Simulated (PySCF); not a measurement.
Dipole response of B (boron, neutral)

[He] 2s2 2p1, 2P determinant. Calculation: PySCF 2.14, in x2c-TZVPPall with one added diffuse shell each of s, p, d type (6s4p3d1f, 40 functions); scalar relativity by spin-free X2C-1e. Coupled (time-dependent) response in atomic units; α is the mean over directions.

| method | mean α (bohr³) | α xx, yy, zz | C₆ (like pair) | S(−4) |
| --- | --- | --- | --- | --- |
| UHF | 22.07 | 20.37, 25.46, 20.37 | 105.3 | 416.7 |
| PBE | 23.59 | 20.67, 29.43, 20.67 | 116.1 | 393.8 |
| PBE0 | 22.48 | 20.08, 27.28, 20.08 | 109.5 | 336.1 |
| PBEsol | 23.90 | 20.87, 29.94, 20.87 | 118.5 | 401.6 |
| revPBE | 23.58 | 20.64, 29.46, 20.64 | 116.2 | 394.3 |

S(−4) is the Cauchy moment in α(ω) = α(0) + S(−4) ω² + …

Reference α: 20.5 ± 0.1 bohr³ (recommended; Schwerdtfeger and Nagle, table of static dipole polarizabilities (2023 update)). Published C₆: 99.50 (Chu and Dalgarno (2004); Tang, Norbeck and Certain (1976)).

α(iu) at PBE0:

```csv
u (hartree),α(iu) (bohr³)
0,22.48
0.0500,21.68
0.100,19.70
0.200,14.80
0.300,10.75
0.500,5.998
0.750,3.361
1.00,2.132
1.50,1.073
2.00,0.6437
3.00,0.3071
5.00,0.1195
```

A single London oscillator, α(iu) = α/(1 + u²/ω²), gives C₆ = (3/4) ω α². Matching the computed C₆ needs ω = 4 × 109.5 / (3 × 22.48²) = 0.289 hartree.

The components differ because the open shell of this determinant is not spherical; for a pure term their mean is the scalar polarisability.
